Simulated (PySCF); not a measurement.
**Spinor energies of K (potassium, neutral)**

Start: [Ar] 4s1; 4s1/2 filled at m_j = +1/2. Calculated with PySCF 2.14 in an uncontracted even-tempered set (21 s from 0.0048 bohr⁻², ratio 2.8; 15 p from 0.0062 bohr⁻², ratio 2.8; 6 d from 0.064 bohr⁻², ratio 3): generalised Hartree-Fock with the X2C-1e Hamiltonian and a Gaussian nucleus; one run each with spin-orbit coupling (SO) switched off, then screened by Boettger's factors.

| spinor shell | electrons | ε, spin-free (eV) | ε, screened SO (eV) | weight of nominal j (screened SO) | rms radius, screened SO (bohr) |
| --- | --- | --- | --- | --- | --- |
| 1s1/2 | 2 | -3650.1 | -3650.0 | 1.000 | 0.0937 |
| 2s1/2 | 2 | -397.35 | -397.35 | 1.000 | 0.418 |
| 2p1/2 | 2 | -313.62 | -315.65 | 1.000 | 0.386 |
| 2p3/2 | 4 | -313.62 | -312.62 | 1.000 | 0.389 |
| 3s1/2 | 2 | -47.921 | -47.920 | 1.000 | 1.37 |
| 3p1/2 | 2 | -25.941 | -26.147 | 0.995 | 1.56 |
| 4s1/2 | 1 | -4.032 | -4.032 | 1.000 | 5.60 |

Problem. Where does 3p3/2 lie, and what is the 3p spin-orbit splitting (screened SO)?

Solution. At -25.839 eV, 0.308 eV above 3p1/2.

| quantity | spin-free | screened SO |
| --- | --- | --- |
| E (hartree) | -601.44469 | -601.44719 |
| M_J | 1/2 | 1/2 |
| ⟨J²⟩ | 0.750 | 0.750 |
| ⟨L²⟩ | 0.000 | 0.000 |
| ⟨S²⟩ | 0.750 | 0.750 |

Without spin-orbit coupling the j labels of p, d and f shells carry no meaning; the spin-free column gives the mean over the occupied spinors of each nl shell.
